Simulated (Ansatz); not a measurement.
Reactions of `[CH3][Al]([OH])[SH]`.

Computed with Ansatz on PBE0-D4/def2-TZVP structures; ΔE is electronic, products minus reactants. CCSD(T)/CBS adds triple-zeta CCSD(T) − MP2 to the extrapolated MP2 energy (def2 sets, frozen cores). This one scheme is used for every species. Each species was taken in one conformer, which may not be the lowest.

```csv
reaction,MP2/CBS(def2) (kcal/mol)
`[CH3][Al]([OH])[SH]` + `FCCCl` → `CC(F)CCl` + `[OH][AlH][SH]`,7.4
`[CH3][Al]([OH])[SH]` + H₂ → `[CH3][AlH][OH]` + H₂S,26.4
`[CH3][Al]([OH])[SH]` + CH₃NH₂ → `C[NH][Al]([OH])[SH]` + CH₄,-21.3
`[CH3][Al]([OH])[SH]` + `CC(C)(C)S` → `CSC(C)(C)C` + `[OH][AlH][SH]`,13.1
```

Question: Give the CCSD(T)/CBS values in the same order. (Best estimate.)

Answer: Ansatz gave: 7.0, 24.3, -20.6, 13.3 kcal/mol.

Largest T1 diagnostic: 0.012, for `[OH][AlH][SH]`.
